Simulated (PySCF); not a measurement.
C5H5Cl, SMILES C#C/C(C)=C/Cl.

The structure is a stationary point at PBE-D3(BJ)/def2-SVP. The structure was generated by enumeration; whether it is a known compound was not checked.

Two levels are set side by side: PBE/def2-TZVP (PySCF) and PBE0/def2-TZVP (PySCF). Same geometry, gas phase. Differences are taken from unrounded values.

| quantity | PBE0 | PBE | PBE minus PBE0 |
|---|---|---|---|
| orbital gap (eV) | 5.68 | 3.76 | -1.92 |
| highest occupied level (eV) | -6.83 | -5.79 | 1.04 |
| lowest empty level (eV) | -1.15 | -2.02 | -0.88 |
| dipole moment (D) | 0.94 | 0.82 | -0.12 |
| mean polarisability (bohr³) | 75.5 | 77.8 | 2.3 |

PBE's occupied levels lie high since its potential decays too fast outside the molecule; exact exchange lowers them and widens the gap. Loosely held outer electrons make PBE densities more polarisable. Differences between two approximate levels are no errors against the true value.

Rough cost on one machine, each run with all the roots and properties that it gave: PBE0 against PBE within a factor of 2.
